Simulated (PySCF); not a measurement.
Species: C₄H₆OSi.
Cartesian coordinates in Å at the GFN2-xTB level; atoms count from 1:
```xyz
12
C4H6OSi angstrom
Si     2.140    0.074   -0.206
C      0.276    0.008   -0.046
C     -0.580    0.042    1.023
C     -1.890   -0.045    0.502
C     -1.743   -0.125   -0.849
O     -0.448   -0.094   -1.188
H      2.514    1.238   -1.012
H      2.613   -1.148   -0.860
H      2.687    0.183    1.146
H     -0.300    0.119    2.054
H     -2.810   -0.047    1.052
H     -2.460   -0.204   -1.642
```

Method: TDDFT CAM-B3LYP/def2-SVPD, vertical, gas phase, core orbitals frozen in the response in PySCF 2.14.0, density-fitted response routines.

Kohn–Sham orbitals with the atoms that hold most of them (Löwdin shares over 4%, at most four atoms; ? is withheld):

```tsv
orbital	ε (eV)	atoms
HOMO-3	-11.39	Si1 40%, H9 36%, C2 7%, H8 6%
HOMO-2	-11.13	C2 27%, Si1 24%, C3 13%, O6 10%
HOMO-1	-9.59	?
HOMO	-7.98	?
LUMO	?	C2 18%, C5 17%, C3 15%, O6 15%
LUMO+1	1.25	Si1 41%, C3 9%, H9 7%, C2 7%
LUMO+2	1.61	Si1 43%, H8 11%, H7 11%, H9 10%
```

**Question.** Which atoms hold the HOMO-1, and with what shares?

**Answer.** C4 (bonded to 2 C and H) 28%; C3 (bonded to 2 C and H) 27%; O6 (bonded to 2 C) 24%; C5 (bonded to C, O and H) 8%. By element: carbon 62% or more, oxygen 24%.

**Question.** Give the leading atoms of the HOMO.

**Answer.** C2 (bonded to C, O and Si) 27%; C5 (bonded to C, O and H) 26%; C4 (bonded to 2 C and H) 14%; C3 (bonded to 2 C and H) 14%.

**Question.** What is the LUMO energy, and the HOMO–LUMO gap?

**Answer.** ε(LUMO) = 0.82 eV; the gap is 8.81 eV (0.3237 hartree).

**Question.** How does S1 compare with the orbital gap of 8.81 eV?

**Answer.** S1 is at 5.93 eV (f = 0.313), 2.88 eV below the gap, made of HOMO→LUMO (97%). Without the coupling terms of the response equations the lowest excitation would equal the gap.

**Question.** One configuration dominates each of S1 and S2. Which, and how do the shares of the two leading atoms of either orbital change from the occupied to the empty one?

**Answer.** 
- S1 (5.93 eV, f 0.313), HOMO→LUMO (97%): C2 27% → 18%, C5 26% → 17%
- S2 (6.41 eV, f 0.0011), HOMO→LUMO+1 (82%): C2 27% → 7%, C5 26% → at most 7%, Si1 at most 15% → 41%, C3 14% → 9%

Löwdin shares depend on the basis, the more so with diffuse functions.

Time: 24 s of wall time. Hardware: Arm Neoverse V1, one thread, shared host.
